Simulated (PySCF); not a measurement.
**Core-level binding energies of AsH2Me**

AsH2Me, CH5As.
Cartesian coordinates in Å at the PBE0-D3(BJ)/def2-SVP level; atoms count from 1:
```xyz
7
CH5As angstrom
As     0.4699    0.7871    0.8909
H      1.7402    0.8381    0.0457
H     -0.1665    1.9236    0.0946
C     -0.3849   -0.6709   -0.1274
H      0.1136   -1.6164    0.1285
H     -0.3348   -0.5172   -1.2128
H     -1.4374   -0.7443    0.1805
```

Computed, not measured: PySCF, delta-SCF UKS SCAN, pcX-2 on the ionised atom, pcseg-1 elsewhere, spin-free X2C. Binding energies are ΔSCF values: E(core-ionised, relaxed orbitals) − E(ground state) at a fixed geometry, referred to the vacuum level.

Task: List the computed XPS lines with their assignment.

Result: 
```csv
atom(s),environment,level,binding energy (eV),count
C4,carbon bonded to As and 3 H,C 1s,290.61,1
```

Task: Which photon energy gives electrons from C 1s of C4 a kinetic energy of 150 eV, and what is their de Broglie wavelength?

Result: hν = 290.61 + 150 = 440.61 eV, recoil neglected; λ = 12.264 Å/√(E/eV) = 1.00 Å.

Task: Express the binding energy of C 1s of C4 in atomic units and per mole.

Result: 290.61 eV = 10.6797 Eh = 28040 kJ/mol.

No level of arsenic is listed. Isolated species at its PBE0-D3(BJ)/def2-SVP geometry, gas phase.
